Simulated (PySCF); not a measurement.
SMILES F[Si](F)(F)/C=C/[SiH3] (CAM-B3LYP/def2-SVP optimised geometry):

```
12

Si     0.108     0.503     0.000
C     -0.529    -0.383    -1.531
C     -1.299    -1.482    -1.509
Si    -1.861    -2.281    -3.059
F     -1.330    -3.782    -3.208
F     -3.455    -2.357    -3.176
F     -1.323    -1.455    -4.320
H     -0.362     1.916     0.000
H      1.597     0.503     0.000
H     -0.399    -0.202     1.207
H     -0.249     0.025    -2.512
H     -1.597    -1.916    -0.546
```

Computed with PySCF with CAM-B3LYP/def2-TZVP.

Q: What are the frontier orbital energies and the dipole moment?

A: HOMO-2 -11.54 eV, HOMO-1 -10.62 eV, HOMO -10.15 eV, LUMO -0.51 eV, LUMO+1 1.25 eV; dipole moment 2.51 D.

On the same geometry PBE/def2-TZVP (PySCF) gives HOMO-2 -8.71 eV, HOMO-1 -7.86 eV, HOMO -7.68 eV, LUMO -2.65 eV, LUMO+1 -0.51 eV; dipole moment 2.32 D.

Meta-Löwdin charges at CAM-B3LYP/def2-TZVP: Si1 0.52, C2 -0.29, C3 -0.40, Si4 1.66, F5 -0.49, F6 -0.49, F7 -0.49, H8 -0.09, H9 -0.09, H10 -0.10, H11 0.13, H12 0.13.
